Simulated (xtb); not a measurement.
C3H12Si3, SMILES C=CC([SiH3])([SiH3])[SiH3]. All values are semi-empirical tight-binding results from xtb (GFN2-xTB unless named), good for trends rather than for accurate numbers. Geometry optimised at GFN2-xTB. This is a generated structure with no PubChem entry under its InChIKey; it may be hypothetical. Other conformers were not sampled.

Computed properties:
point group as xtb finds it: Cs
orbital gap: 4.27 eV
dipole moment: 0.38 D
zero-point energy: 75.6 kcal/mol
G − E(el) at 298.15 K (modified RRHO): 53.3 kcal/mol
static polarisability (D4 model): 124.5 bohr³
solvation energy, GFN2-xTB/ALPB(water): 0.0 kcal/mol
solvation energy, GFN2-xTB/ALPB(chcl3): -4.3 kcal/mol
